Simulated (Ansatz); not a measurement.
Reaction (redistribution): `C[SiH2]N[SiH](O)O` + `O[BH][GeH3]` → `C[SiH2]BO` + `O[SiH](O)[NH][GeH3]`

Isolated molecules relaxed with PBE0-D4/def2-TZVP in Ansatz; ΔE leaves out vibrations. CCSD(T)/CBS adds triple-zeta CCSD(T) − MP2 to the extrapolated MP2 energy (def2 sets, frozen cores). Functionals use def2-TZVPP. B3LYP here is the variant with VWN-RPA as its local correlation; programs differ in this. For Ge outer-core shells are correlated without core-valence functions, which leaves a few kJ/mol of doubt a bond. Scalar relativity is left out up to krypton. One conformer a species, not always the lowest.

```csv
level,ΔE (kJ/mol)
PBE0-D4,61.6
B3LYP-D4,63.1
PBE,60.5
MP2/def2-TZVPP,63.5
CCSD(T)/def2-TZVPP,61.0
HF/def2-QZVPP,61.4
SCS-MP2/def2-QZVPP,63.0
CCSD/CBS(def2),65.4
```

Task: What does CCSD(T)/CBS give? (Best estimate.)

Result: Computed: +64.8 kJ/mol. The listed levels differ from it by -3.2, -1.7, -4.3, -1.3, -3.8, -3.4, -1.8, 0.6 kJ/mol.

Largest T1 diagnostic among the species: 0.013.
